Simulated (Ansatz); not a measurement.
Born–Oppenheimer molecular dynamics of F$_{2}$GeH$_{2}$ (5 atoms, charge 0, multiplicity 1). It starts at the highest image of a converged band. Of that band: Neighbouring images differ by up to 1.7 eV, so the band resolves the path poorly. A vibrational analysis at the climbing image gives one clearly imaginary mode, 1302i cm⁻¹: a first-order saddle point.

All numbers below come from Ansatz, RKS B3LYP-D4/def2-SVP.

| Quantity | Value |
| --- | --- |
| ensemble | NVE (velocity Verlet) |
| time step | 0.5 fs |
| steps asked | 200 |
| starting velocities drawn for | 300 K |
| seed | 11306 |

First frame:

```xyz
5
Properties=species:S:1:pos:R:3
Ge 0.239 -0.090 -0.339
F 0.941 0.016 1.539
H 1.661 0.071 0.453
F -0.759 1.338 -0.465
H -0.827 -1.228 -0.300
```

(1) How far do the bonds stretch over the last three quarters of this one trajectory? (Pairs bonded in most of those frames.)

## Answers

(1) 
```csv
bond,mean (Å),spread (Å),shortest,longest
Ge1–F4,1.771,0.009,1.75,1.79
Ge1–H5,1.625,0.015,1.59,1.65
F2–H3,0.935,0.031,0.88,0.98
```

Mean temperature of the second half: 1924 K. The conserved energy stayed within 0.25 meV per atom of its start (net change 0.077 meV per atom), so the integration is sound. The system heated up, since it started high on the potential surface and ran downhill. A run of 0.1 ps of so small a system gives no equilibrium averages. The orbitals stay closed-shell, which can raise the energy where a bond breaks towards radicals; this wasn't checked here.

Time of the run: 3.7 min on 2 threads of Arm Neoverse V1 (shared host), peak memory 0.13 GiB.
